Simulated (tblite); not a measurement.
Record of a relaxation.

Compound: C₅H₁₃GaN₂.
Numbering: `[CH3:1][C:2]#[N+:3][Ga@@H-:4]([CH3:5])[N:6]([CH3:7])[CH3:8]` (hydrogens: H9, H10, H11 on C1; H12 on Ga4; H13, H14, H15 on C5; H16, H17, H18 on C7; H19, H20, H21 on C8)
Bond orders are those of one Lewis drawing.

Computed with GFN2-xTB (tblite), gas phase: L-BFGS steps from a force-field or distance-geometry start until the largest atomic force falls under 0.01 eV/Å. 7 of its 172 geometries are shown.

Step 0: E = -661.2078 eV, largest atomic force 2.344 eV/Å
```
atom  x, y, z in Å  |  force x, y, z in eV/Å
C1      4.004   -0.726   -0.527   -1.366  -0.397   0.278
C2      2.651   -0.264   -0.155    2.171  -0.791  -0.395
N3      1.605    0.079    0.165    0.106  -0.130   0.136
Ga4    -0.139    0.632    0.658   -1.444  -0.090   1.177
C5     -0.471    2.386   -0.148    0.088   1.171  -0.447
N6     -1.382   -0.722    0.117    1.093  -0.287  -0.318
C7     -2.484   -0.229   -0.641   -0.142   0.425  -1.159
C8     -1.674   -1.641    1.168    0.842  -0.415   1.134
H9      4.564    0.113   -0.930    0.068  -0.066   0.047
H10     4.522   -1.197    0.335   -0.377   0.518  -0.365
H11     3.884   -1.522   -1.291    0.063   0.523   0.268
H12    -0.223    0.742    2.286    0.471  -0.221  -0.467
H13     0.194    3.154    0.317   -0.316  -0.299  -0.409
H14    -1.514    2.733    0.072    0.693  -0.263  -0.342
H15    -0.296    2.408   -1.252   -0.254   0.245   0.605
H16    -2.043    0.249   -1.546   -0.260  -0.134   0.262
H17    -3.014    0.580   -0.119   -0.608  -0.351  -0.039
H18    -3.144   -1.041   -1.022    0.123   0.435   0.535
H19    -1.966   -1.116    2.113   -0.272  -0.404  -0.283
H20    -2.373   -2.445    0.929   -0.315   0.290  -0.213
H21    -0.710   -2.157    1.414   -0.364   0.240  -0.005
```

Step 28: E = -661.9298 eV, largest atomic force 0.249 eV/Å
```
atom  x, y, z in Å  |  force x, y, z in eV/Å
C1      3.966   -0.761   -0.514   -0.025   0.023  -0.040
C2      2.671   -0.303   -0.106   -0.024   0.003  -0.140
N3      1.616    0.099    0.099    0.167  -0.078   0.074
Ga4    -0.257    0.809    0.842    0.045  -0.026   0.012
C5     -0.370    2.550   -0.165    0.005   0.005  -0.005
N6     -1.457   -0.532    0.321   -0.108  -0.067  -0.051
C7     -2.554   -0.297   -0.606    0.002   0.042  -0.040
C8     -1.724   -1.664    1.192    0.027   0.007  -0.011
H9      4.516    0.092   -0.923   -0.031  -0.100   0.027
H10     4.545   -1.195    0.306   -0.232   0.082  -0.039
H11     3.825   -1.511   -1.297    0.077   0.058   0.086
H12     0.335    0.672    2.297   -0.112  -0.062  -0.141
H13     0.330    3.313    0.171    0.131   0.055   0.100
H14    -1.369    2.977   -0.069   -0.137   0.058   0.000
H15    -0.191    2.404   -1.231    0.007  -0.068  -0.122
H16    -2.216    0.362   -1.404    0.052   0.173  -0.001
H17    -3.441    0.154   -0.138    0.006  -0.041   0.058
H18    -2.883   -1.233   -1.082    0.124   0.004   0.084
H19    -2.381   -1.412    2.037   -0.086  -0.083  -0.046
H20    -2.191   -2.474    0.615    0.038  -0.004   0.090
H21    -0.779   -2.033    1.594    0.076   0.019   0.106
```

Step 57: E = -662.1051 eV, largest atomic force 0.076 eV/Å
```
atom  x, y, z in Å  |  force x, y, z in eV/Å
C1      3.900   -0.788   -0.546   -0.002  -0.012  -0.004
C2      2.594   -0.273   -0.295    0.041   0.003   0.019
N3      1.555    0.180   -0.117   -0.070   0.023   0.017
Ga4    -0.271    0.841    0.826    0.023   0.011  -0.019
C5     -0.290    2.580   -0.190   -0.013   0.050  -0.021
N6     -1.588   -0.420    0.500    0.021   0.004   0.042
C7     -2.584   -0.300   -0.540    0.039  -0.009  -0.017
C8     -1.727   -1.651    1.247    0.022  -0.025   0.026
H9      4.537    0.012   -0.922    0.007   0.001  -0.007
H10     4.324   -1.181    0.378   -0.015  -0.018  -0.008
H11     3.838   -1.583   -1.288    0.028  -0.036  -0.001
H12     0.376    0.561    2.215   -0.004  -0.007  -0.002
H13     0.501    3.258    0.144    0.012  -0.015   0.027
H14    -1.233    3.128   -0.112   -0.026  -0.006   0.009
H15    -0.113    2.386   -1.254   -0.030  -0.004   0.002
H16    -2.467    0.664   -1.041    0.009  -0.011  -0.001
H17    -3.601   -0.360   -0.130   -0.024   0.001   0.009
H18    -2.479   -1.098   -1.289   -0.030  -0.009  -0.046
H19    -2.717   -1.727    1.718   -0.003   0.022   0.004
H20    -1.601   -2.537    0.605    0.034   0.031  -0.002
H21    -0.964   -1.677    2.032   -0.016   0.006  -0.026
```

Step 86: E = -662.1247 eV, largest atomic force 0.123 eV/Å
```
atom  x, y, z in Å  |  force x, y, z in eV/Å
C1      3.839   -0.950   -0.513   -0.045   0.025  -0.001
C2      2.594   -0.279   -0.312   -0.121   0.022   0.007
N3      1.606    0.291   -0.169    0.084  -0.010  -0.020
Ga4    -0.250    0.921    0.773    0.036  -0.052   0.007
C5     -0.439    2.709   -0.128   -0.007   0.009   0.005
N6     -1.524   -0.394    0.459    0.016   0.004   0.000
C7     -2.512   -0.341   -0.597    0.059   0.005   0.012
C8     -1.598   -1.619    1.226    0.026   0.037   0.003
H9      4.572   -0.240   -0.900   -0.012  -0.045   0.008
H10     4.190   -1.354    0.436    0.005   0.009   0.017
H11     3.711   -1.768   -1.222   -0.014   0.034  -0.001
H12     0.412    0.625    2.152    0.005   0.015   0.014
H13     0.380    3.389    0.121    0.024  -0.019   0.014
H14    -1.368    3.205    0.171   -0.006   0.009  -0.049
H15    -0.454    2.606   -1.219   -0.022  -0.002   0.021
H16    -2.395    0.595   -1.149    0.011  -0.002   0.000
H17    -3.535   -0.379   -0.197   -0.011  -0.027   0.038
H18    -2.401   -1.177   -1.301    0.010  -0.008  -0.027
H19    -2.603   -1.763    1.645    0.013  -0.022  -0.021
H20    -1.353   -2.501    0.614   -0.046   0.017   0.020
H21    -0.883   -1.560    2.053   -0.005   0.000  -0.047
```

Step 114: E = -662.1517 eV, largest atomic force 0.052 eV/Å
```
atom  x, y, z in Å  |  force x, y, z in eV/Å
C1      3.568   -1.098   -0.449   -0.001  -0.005   0.014
C2      2.471   -0.191   -0.339   -0.007  -0.033  -0.018
N3      1.586    0.539   -0.267    0.018   0.013   0.026
Ga4    -0.225    1.037    0.771   -0.008  -0.019   0.019
C5     -0.576    2.831   -0.060    0.021   0.010   0.001
N6     -1.343   -0.398    0.405    0.002   0.006  -0.005
C7     -2.315   -0.404   -0.666   -0.007  -0.002   0.001
C8     -1.385   -1.613    1.187   -0.002   0.001  -0.004
H9      4.448   -0.586   -0.841   -0.051  -0.008   0.002
H10     3.797   -1.504    0.538   -0.009   0.011  -0.021
H11     3.290   -1.914   -1.116    0.028  -0.002  -0.005
H12     0.485    0.750    2.131   -0.005   0.024   0.013
H13     0.283    3.493    0.083    0.000   0.021   0.002
H14    -1.449    3.337    0.362    0.000  -0.001  -0.013
H15    -0.739    2.742   -1.139   -0.001  -0.008   0.007
H16    -2.263    0.550   -1.195   -0.018  -0.018  -0.007
H17    -3.336   -0.536   -0.280    0.018  -0.004  -0.022
H18    -2.122   -1.214   -1.386   -0.008   0.017   0.015
H19    -2.375   -1.761    1.641    0.001  -0.010   0.004
H20    -1.166   -2.500    0.573    0.024   0.007  -0.006
H21    -0.642   -1.544    1.986    0.004   0.001  -0.002
```

Step 142: E = -662.1700 eV, largest atomic force 0.073 eV/Å
```
atom  x, y, z in Å  |  force x, y, z in eV/Å
C1      3.323   -1.241   -0.446   -0.011  -0.011   0.008
C2      2.311   -0.252   -0.253   -0.008   0.058  -0.010
N3      1.517    0.568   -0.106    0.066  -0.022   0.022
Ga4    -0.285    1.173    0.847   -0.015  -0.055  -0.032
C5     -0.624    2.939   -0.049    0.013   0.021  -0.026
N6     -1.272   -0.344    0.411    0.021   0.015  -0.013
C7     -2.199   -0.443   -0.693   -0.024   0.021  -0.014
C8     -1.151   -1.590    1.132    0.001  -0.003   0.019
H9      4.217   -0.784   -0.870   -0.007   0.014  -0.007
H10     3.570   -1.686    0.517    0.001  -0.017   0.013
H11     2.962   -2.019   -1.118   -0.027   0.009  -0.002
H12     0.344    0.978    2.257    0.000  -0.016   0.007
H13     0.239    3.601    0.074   -0.003   0.001   0.022
H14    -1.496    3.469    0.347    0.010  -0.023  -0.021
H15    -0.776    2.810   -1.125   -0.026  -0.003   0.003
H16    -2.267    0.527   -1.192   -0.004  -0.010   0.030
H17    -3.202   -0.731   -0.348    0.008   0.002  -0.017
H18    -1.876   -1.189   -1.435    0.005   0.000   0.029
H19    -2.121   -1.922    1.525   -0.002  -0.003   0.001
H20    -0.759   -2.396    0.492    0.004   0.009  -0.006
H21    -0.464   -1.448    1.972   -0.001   0.012  -0.007
```

Step 171: E = -662.1804 eV, largest atomic force 0.009 eV/Å
```
atom  x, y, z in Å  |  force x, y, z in eV/Å
C1      3.173   -1.293   -0.456    0.002  -0.002   0.003
C2      2.293   -0.222   -0.117    0.001  -0.001  -0.002
N3      1.588    0.648    0.145   -0.003   0.003   0.001
Ga4    -0.313    1.221    0.894   -0.004   0.003  -0.007
C5     -0.623    2.949   -0.085    0.000  -0.005   0.003
N6     -1.231   -0.323    0.408   -0.002   0.002   0.000
C7     -2.153   -0.453   -0.696   -0.001  -0.001   0.004
C8     -1.016   -1.575    1.095   -0.002   0.004  -0.002
H9      4.069   -0.903   -0.940   -0.001   0.001  -0.001
H10     3.455   -1.827    0.451    0.000  -0.001   0.000
H11     2.664   -1.980   -1.133   -0.002  -0.003  -0.004
H12     0.179    1.063    2.360    0.005   0.002   0.005
H13     0.209    3.639    0.082   -0.002   0.004   0.002
H14    -1.536    3.464    0.227   -0.005  -0.006  -0.002
H15    -0.696    2.779   -1.164    0.002   0.001  -0.002
H16    -2.299    0.526   -1.157    0.006   0.005  -0.001
H17    -3.130   -0.828   -0.359    0.001   0.000   0.002
H18    -1.779   -1.147   -1.464    0.004  -0.001   0.002
H19    -1.958   -1.994    1.472   -0.003   0.000  -0.003
H20    -0.557   -2.329    0.435    0.000  -0.007  -0.002
H21    -0.347   -1.400    1.943    0.001  -0.001   0.005
```

Problem. Summarise the path.

Solution. The energy falls by 22.43 kcal/mol from step 0 to step 171; nine tenths of that is first reached at step 46. It rises by more than 0.2 meV at step 33. The largest force goes from 2.344 to 0.009 eV/Å. Among the bonds N3–Ga4 changes most, from 1.896 to 2.122 Å; the atoms move by 0.956 Å rms after alignment.

Problem. Follow the three bonds and two angles with the largest change from start to end.

Solution. 
```
step  E above end (kcal/mol)  largest force (eV/Å)  N3–Ga4 (Å)  Ga4–H12 (Å)  Ga4–N6 (Å)  C2–N3–Ga4 (°)  N3–Ga4–H12 (°)
   0                   22.43                 2.344       1.896        1.634       1.916          178.8           109.0
   7                   11.84                 0.284       2.101        1.550       1.887          178.0            99.9
  15                    8.77                 0.296       2.101        1.553       1.920          173.8            90.2
  22                    7.40                 0.232       2.097        1.557       1.882          179.8            87.3
  30                    5.36                 0.315       2.150        1.590       1.868          169.1            88.1
  37                    3.59                 0.213       2.148        1.562       1.863          173.7            87.1
  45                    2.25                 0.151       2.159        1.553       1.854          166.3            88.2
  52                    1.86                 0.071       2.164        1.560       1.851          162.2            89.9
  59                    1.71                 0.034       2.152        1.557       1.851          163.0            89.1
  67                    1.65                 0.094       2.155        1.557       1.850          163.1            88.5
  74                    1.55                 0.067       2.152        1.558       1.852          162.1            88.2
  82                    1.36                 0.057       2.160        1.558       1.856          159.5            88.8
  89                    1.21                 0.076       2.166        1.558       1.858          156.8            88.3
  97                    1.05                 0.185       2.169        1.561       1.859          152.3            89.6
 104                    0.77                 0.073       2.166        1.560       1.859          145.8            89.5
 112                    0.68                 0.057       2.147        1.560       1.857          145.7            89.9
 119                    0.57                 0.100       2.146        1.562       1.854          144.2            89.5
 126                    0.44                 0.046       2.136        1.561       1.856          142.3            90.4
 134                    0.34                 0.064       2.127        1.559       1.861          144.7            91.7
 141                    0.25                 0.058       2.126        1.558       1.861          147.5            91.5
 149                    0.11                 0.051       2.130        1.559       1.861          146.5            91.7
 156                    0.04                 0.038       2.117        1.557       1.862          146.6            90.7
 164                    0.01                 0.044       2.115        1.556       1.861          146.6            91.1
 171                    0.00                 0.009       2.122        1.554       1.861          146.5            91.2
```

The cost below is that of the whole relaxation. Time: 2.3 s. Hardware: Arm Neoverse N1, one thread, no GPU (shared host).
